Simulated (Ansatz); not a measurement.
`[SiH3][N]([SiH3])[GeH]`. Charge 0, multiplicity 1. The structure was optimised at the PBE0-D4/def2-TZVP level.

```xyz
11

Si   -1.417    0.076    0.227
N     0.209   -0.061   -0.395
Si    1.582    0.038    0.670
Ge    0.450   -0.312   -2.215
H    -2.199   -1.155   -0.048
H    -1.335    0.266    1.704
H    -2.116    1.246   -0.361
H     2.810   -0.115   -0.154
H     1.615    1.348    1.373
H     1.535   -1.036    1.698
H    -1.135   -0.298   -2.499
```

Question: What is the dipole moment at PBE/def2-TZVPP? (An estimate is asked.)

Answer: The calculation gave: 0.21 D, with components (0.18, -0.02, -0.11) D in this frame, pointing from negative to positive charge.

Question: And with r2SCAN, B3LYP, ωB97M-V? (Best estimate.)

Answer: The calculation gave: r2SCAN 0.15 D, B3LYP 0.31 D, ωB97M-V 0.38 D.

Question: Give the Mulliken charges with PBE, ωB97M-V, r2SCAN in def2-TZVPP. (Best estimate.)

Answer: Ansatz gave: 
```tsv
atom	PBE	ωB97M-V	r2SCAN
Si1	0.25	0.22	0.36
N2	-0.32	-0.47	-0.47
Si3	0.26	0.23	0.37
Ge4	0.20	0.23	0.24
H5	-0.05	-0.02	-0.07
H6	-0.06	-0.03	-0.07
H7	-0.05	-0.02	-0.07
H8	-0.04	-0.01	-0.05
H9	-0.06	-0.03	-0.07
H10	-0.06	-0.03	-0.07
H11	-0.08	-0.06	-0.11
```

B3LYP here is the variant with VWN-RPA as its local correlation; programs differ in this.
